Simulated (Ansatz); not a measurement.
Computed with Ansatz.

`CO[SiH](C)[GeH3]` at its PBE0-D4/def2-TZVP geometry, where that method's forces vanish. Charge 0, multiplicity 1.

| atom | x (Å) | y (Å) | z (Å) |
| --- | --- | --- | --- |
| C1 | 0.2081 | 1.3135 | -1.9491 |
| O2 | -0.6155 | 0.4431 | -1.2116 |
| Si3 | -0.0277 | -0.6236 | -0.0999 |
| C4 | -1.4706 | -1.6312 | 0.4983 |
| Ge5 | 1.0458 | 0.5183 | 1.7062 |
| H6 | -0.4156 | 1.8511 | -2.6652 |
| H7 | 0.9800 | 0.7660 | -2.5030 |
| H8 | 0.7021 | 2.0471 | -1.3012 |
| H9 | 0.9966 | -1.4982 | -0.7503 |
| H10 | -1.1408 | -2.3804 | 1.2225 |
| H11 | -2.2158 | -0.9941 | 0.9791 |
| H12 | -1.9466 | -2.1476 | -0.3387 |
| H13 | 2.1912 | 1.4301 | 1.2256 |
| H14 | 1.6552 | -0.4926 | 2.6970 |
| H15 | 0.0537 | 1.3985 | 2.4903 |

**Question.** For each bond, give half the difference of the two atoms' forces along it (eV/Å; positive pushes the atoms apart) under PBE-D4, r2SCAN-D4, B3LYP-D4, ωB97M-V in def2-TZVPP. (An estimate is asked.)

**Answer.** The calculation gave: 
```
   bond  length (Å)  PBE-D4  r2SCAN-D4  B3LYP-D4  ωB97M-V
  C1–O2       1.407    0.25       0.32      0.30     0.28
  C1–H6       1.091    0.08      -0.07     -0.12    -0.12
  C1–H7       1.097    0.08      -0.06     -0.08    -0.10
  C1–H8       1.096    0.07      -0.06     -0.09    -0.10
 O2–Si3       1.649    0.29      -0.02      0.01     0.03
 Si3–C4       1.859   -0.03       0.00      0.05     0.02
Si3–Ge5       2.391   -0.14      -0.02      0.05    -0.01
 Si3–H9       1.496    0.03      -0.02     -0.13    -0.14
 C4–H10       1.093    0.11      -0.01     -0.05    -0.04
 C4–H11       1.092    0.10      -0.01     -0.04    -0.04
 C4–H12       1.093    0.11       0.00     -0.04    -0.05
Ge5–H13       1.541    0.09      -0.04     -0.01    -0.06
Ge5–H14       1.541    0.09      -0.04      0.00    -0.05
Ge5–H15       1.541    0.09      -0.03     -0.01    -0.06
```

B3LYP here is the variant with VWN-RPA as its local correlation; programs differ in this.
